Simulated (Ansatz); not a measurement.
Isolated molecules relaxed with PBE0-D4/def2-TZVP in Ansatz; ΔE leaves out vibrations. CCSD(T)/CBS is the MP2 limit (def2-TZVPP, def2-QZVPP) plus CCSD(T) − MP2 in def2-TZVPP, frozen cores. Elements past krypton have def2 core potentials. For Sn outer-core shells are correlated without core-valence functions, which leaves a few kJ/mol of doubt a bond. One conformer a species, not always the lowest.

`B[CH2][SnH2][F]` + `COC` → `[CH3][SnH2][F]` + `BCOC`  (formal exchange of groups at the Sn–C bond)

`B[CH2][SnH2][F]`:

Z-matrix (Å, degrees):
```
Sn
C 1 2.177
B 1 2.821 2 32.2
F 1 1.925 2 102.5 3 -106.2
H 1 1.703 2 110.6 3 142.1
H 1 1.701 2 117.9 3 8.2
H 2 1.092 1 100.4 3 121.2
H 2 1.090 1 104.1 3 -122.6
H 3 1.198 1 105.2 2 -117.2
H 3 1.199 1 108.8 2 114.4
```

`COC`:

Z-matrix (Å, degrees):
```
C
O 1 1.399
H 1 1.090 2 107.7
H 1 1.100 2 111.6 3 119.4
H 1 1.100 2 111.6 3 -119.4
C 2 1.399 1 112.1 3 -180.0
H 6 1.100 2 111.6 1 60.6
H 6 1.090 2 107.7 1 -179.9
H 6 1.100 2 111.6 1 -60.5
```

`[CH3][SnH2][F]`:

Z-matrix (Å, degrees):
```
C
Sn 1 2.124
H 1 1.090 2 109.3
H 1 1.090 2 109.4 3 -119.7
H 1 1.091 2 110.4 3 120.1
F 2 1.932 1 104.3 3 58.4
H 2 1.706 1 114.7 3 171.9
H 2 1.706 1 114.7 3 -55.0
```

`BCOC`:

```xyz
11

B    -0.051    0.802   -1.841
C    -0.078   -0.107   -0.591
O     0.157    0.550    0.625
C     0.121   -0.317    1.724
H     0.157    1.976   -1.769
H    -0.246    0.289   -2.904
H    -1.054   -0.636   -0.578
H     0.654   -0.925   -0.751
H    -0.859   -0.805    1.821
H     0.312    0.274    2.620
H     0.888   -1.101    1.644
```

```tsv
species	SCS-MP2/def2-QZVPP energy (Eh)
`B[CH2][SnH2][F]`	-379.98718
`COC`	-154.78434
`[CH3][SnH2][F]`	-354.61967
`BCOC`	-180.14075
```

**Question.** Work out ΔE.

**Answer.** ΔE = (-354.61967) + (-180.14075) − (-379.98718) − (-154.78434) = 0.01110 Eh = +29.1 kJ/mol. CCSD(T)/CBS gives +29.4 kJ/mol.

Largest T1 diagnostic among the species: 0.013.

In def2-TZVPP, CCSD(T) changes the Hartree–Fock value by +11.6 kJ/mol (the triples alone add +2.4 kJ/mol) and MP2 by +14.5 kJ/mol.
